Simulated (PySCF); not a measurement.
SMILES O[Si](O)(O[Si](O)O)O, doublet, B3LYP/def2-SVP optimised geometry. Atoms within 1.6 Å of the plane z = 0.0 Å (x, y, z in Å): O4 (-1.01, -1.16, 1.34), Si5 (-0.37, -0.40, 0.00), O6 (-0.88, 1.16, 0.00), O7 (-0.86, -1.31, -1.29), O8 (1.28, -0.40, 0.00), H11 (-1.69, 1.31, 0.51), H13 (1.69, 0.35, 0.43).

Method: unrestricted B3LYP/def2-TZVP run with PySCF. Cells within 0.4 Å of a nucleus heavier than hydrogen are left out (blank, or x).

Map of the Laplacian of the electron density (e/bohr⁵), clipped to [-1.50, 1.50] on the plane z = 0.0 Å:

```
|5555555555555555555555555555555|
|5555555555555555555555555555555|
|5555555555555555555555555555555|
|5555555555555555555555555555555|
|5555555555555555555555555555555|
|5555555555555555555555555555555|
|5555555555555555555555555555555|
|5555555555555555555555555555555|
|5555555555666655555555555555555|
|5555555556641565555555555555555|
|55555555563xxx65555555555555555|
|55555555563xxx65555555555555555|
|555555555660x365555555555555555|
|5555555555654555555555555555555|
|5555555555555776556665555555555|
|5555555555559999656303655555555|
|5555555555569xxx852xxx665555555|
|5555555555579xxx953xxx665555555|
|55555555555599996563x4655555555|
|5555555555555786556666555555555|
|5555555555555555555555555555555|
|5555555555555555555555555555555|
|5555555555555555555555555555555|
|5555555555555555555555555555555|
|5555555555555555555555555555555|
|5555555555555555555555555555555|
|5555555555555555555555555555555|
|5555555555555555555555555555555|
|5555555555555555555555555555555|
|5555555555555555555555555555555|
|5555555555555555555555555555555|
```
Scale: ten equal steps from -1.50 (start of '0') to 1.50 (end of '9'), in the order '0123456789'; x runs from -4.00 to 4.00, y from -4.00 (bottom) to 4.00 (top).
